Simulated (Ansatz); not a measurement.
System: sum formula SiN₂H₃Br₂ (charge 0, doublet). It need not be the lowest isomer of its formula. 
Geometry from a B3LYP-D3(BJ)/def2-TZVP (Ansatz, a quantum-chemistry and plane-wave program) optimisation:
SMILES: [NH][Si](N)(Br)Br
```xyz
8

Si    -0.0351    -0.7454     0.0025
Br     0.1554     0.5973    -1.7875
Br    -0.0819     0.5476     1.8168
N      1.3399    -1.7662    -0.1892
N     -1.4135    -1.7160     0.0475
H      2.2307    -1.3661     0.1083
H     -1.4961    -2.5161    -0.5602
H     -2.2993    -1.3784     0.3851
```
Charge 0, spin multiplicity 2.

Computed values are from Ansatz. Correlated levels leave the core frozen unless marked. Open shells are spin-unrestricted. Spin-orbit coupling is left out. The frozen core is the preceding noble-gas configuration, with the filled d and f shells of earlier blocks. No relativistic terms. Basis-set limits of correlation are two-point, X^-3; Hartree-Fock from the larger set. The bracket is a focal-point correction in the basis named.

The atomisation energy De comes out as 2537.4 kJ/mol at RI-MP2/CBS(def2-TZVPP,def2-QZVPP)+[CCSD(T)-MP2]/def2-TZVPP. The total energy is -5545.7396 Eh at RI-MP2/CBS(def2-TZVPP,def2-QZVPP)+[CCSD(T)-MP2]/def2-TZVPP and the dipole moment is 1.32 D at CCSD(T)/def2-SVPD. The T1 diagnostic comes out as 0.013 at CCSD/def2-TZVPP.
